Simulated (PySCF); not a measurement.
## CeN: one state, many levels of theory

State: doublet, about 1.4 electrons in the 4f shell (Mulliken), real f orbitals that mix terms. Set-up: PySCF, spin-free X2C with a Gaussian nucleus, basis sets Ce x2c-TZVPall, N x2c-TZVPall. De refers to Ce (4f1 5d1 6s2) + N in their high-spin ground configurations, without counterpoise correction. The functionals are run spin-unrestricted. A positive dipole means Ce(−)N(+).

```
      Level  Re (Å)  ωe (cm⁻¹)  De (eV)  μ (D)
        UHF   1.753        993      n/a  -8.66
    UHF-MP2   1.841        760      n/a    n/a
UHF-SCS-MP2   1.833        780      n/a    n/a
        PBE   1.771        907     7.06  -7.10
       TPSS   1.763        890     6.76  -6.86
     r²SCAN   1.755        921     6.29  -6.96
       PBE0   1.750        947     6.16  -7.44
     B2PLYP   1.801        835     6.14  -8.38
```

The bond length runs from 1.750 Å (PBE0) to 1.841 Å (UHF-MP2). De spans 6.14 eV (B2PLYP, double hybrid) to 7.06 eV (PBE, GGA).

Correlated steps freeze 19 core orbitals. Spin–orbit coupling is left out, which matters for elements this heavy, above all for dissociation energies. Counting both spins, an empty level lies below a filled one in some of these solutions, because spin and occupation are held. B2PLYP dipoles, levels and charges come from its SCF part alone. The state is the lowest single determinant that the PBE0 search found; with open d or f shells the true ground state can be another one.

The whole job (state search and all levels along the bond) took about 10 min on 4 threads of Intel Xeon 6975P-C (shared host), peak memory 7.1 GiB.
